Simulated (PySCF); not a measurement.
Give a PBE0-D3(BJ)/def2-SVP geometry of `[SiH3]OC[O+]([AlH3-])C`.

```xyz
17
C2H11AlO2Si angstrom
C     -1.1708    0.5672    1.6493
O     -0.8254    0.4501    0.2723
Al    -1.6420   -0.8346   -1.0161
C      0.3538    1.1536   -0.1201
O      1.4706    0.6280    0.4593
Si     2.3398   -0.7355   -0.0448
H     -1.9864   -0.1404    1.8363
H     -0.3009    0.3145    2.2712
H     -1.5043    1.5949    1.8611
H     -0.2628   -1.4954   -1.5195
H     -2.5545   -1.6646    0.0067
H     -2.3531    0.1538   -2.0587
H      0.3602    1.0969   -1.2226
H      0.2391    2.2016    0.2033
H      3.6754   -0.5656    0.5896
H      2.4539   -0.7248   -1.5305
H      1.7012   -1.9870    0.4459
```

Any rigid rotation of these coordinates is as good. Atoms count from 1 in this order. Al3 (aluminium bonded to O and 3 H) has angles from 96.6° to 118.8°. Of the pairs four or more bonds apart, Si6···H10 is among the closest relative to their van der Waals radii: 3.09 Å, 94 % of the sum of Bondi's values. Si6 (oxygen-bound silicon) is distorted tetrahedral (angles from 104.0° to 111.6°). O2 (oxygen bonded to Al and 2 C) is almost planar (angles 125.3°, 118.6° and 115.2°, sum 359.0°, 0.09 Å off the plane of its three neighbours).

Bonds between heavy atoms (Å): C1–O2 1.424, O2–Al3 1.994, O2–C4 1.428, C4–O5 1.364, O5–Si6 1.694.

Method used: PBE0-D3(BJ)/def2-SVP geometry optimisation, gas phase in PySCF 2.14.0.

Point group: C1 (no symmetry element, even within 0.4 Å). No PBE0-D3(BJ)/def2-SVP frequencies stand behind this structure, so it isn't proved a minimum. One conformer, not necessarily the lowest (C1–O2–C4–O5 66°, O2–C4–O5–Si6 81°).

Time: 2.2 min. Hardware: Arm Neoverse V1, one thread, no GPU (shared host). These figures are those of the optimisation.
